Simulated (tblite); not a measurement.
Start geometry of `C=C1C(=C)C(C=O)=C1[SiH3]` from a force field or distance geometry (Å):
```
atom  x, y, z in Å
C1    -0.440    2.179   -0.880
C2    -0.370    0.951   -0.396
C3    -1.298   -0.067   -0.001
C4    -2.635   -0.166    0.002
C5    -0.200   -0.882    0.351
C6    -0.108   -2.236    0.882
O7     0.924   -2.852    1.150
C8     0.712    0.060   -0.004
Si9    2.576    0.154   -0.008
H10   -1.419    2.630   -1.074
H11    0.441    2.757   -1.091
H12   -3.122   -1.081    0.362
H13   -3.261    0.649   -0.319
H14   -1.078   -2.715    1.052
H15    3.157   -0.873   -0.890
H16    2.999    1.484   -0.515
H17    3.113    0.020    1.370
```

Task: What comes out of this run: GFN2-xTB geometry optimisation, gas phase in tblite 0.8.0?

Result: 
```
atom  x, y, z in Å
C1    -0.4636    2.2411   -0.9016
C2    -0.4003    1.0131   -0.4111
C3    -1.3801   -0.0420   -0.0138
C4    -2.6966   -0.1581    0.0040
C5    -0.2149   -0.8750    0.3419
C6     0.0494   -2.1858    0.8682
O7     1.1760   -2.5957    1.0553
C8     0.6891    0.0975   -0.0233
Si9    2.5611    0.0460    0.0376
H10   -1.4069    2.7166   -1.1116
H11    0.4301    2.8057   -1.1071
H12   -3.1833   -1.0545    0.3499
H13   -3.3332    0.6447   -0.3273
H14   -0.8351   -2.8095    1.0971
H15    3.0062   -1.0343   -0.8374
H16    3.0407    1.3407   -0.4618
H17    2.9543   -0.1386    1.4309
```

The energy falls by 25.1 kJ/mol over 52 L-BFGS steps, the largest force on an atom goes from 4.02 to 0.008 eV/Å, and the atoms move by 0.158 Å rms after alignment. The bond that changes most is C3–C5 (both ends fully substituted alkene carbon), which lengthens by 0.064 Å. Bonds longer at the end by more than 0.005 Å: 6 of 17; shorter: 8. Among the angles that change most is C5–C8–Si9, from 134.9° to 128.9°. Rotational constants go from 1599, 1348, 737.9 to 1790, 1268, 748.8 MHz. The orientation of the end geometry is arbitrary; only internal coordinates are fixed.

The run took 0.7 s of wall time on one thread of an Arm Neoverse N1, on a shared host.

Its GFN2-xTB frequencies are all real (lowest 60 cm⁻¹). One conformer, not necessarily the lowest. 2 starts were optimised and ended at 0.00 and 1.22 kcal/mol (GFN2-xTB); the lowest of these is shown.

The numbers are calculated, not measured.
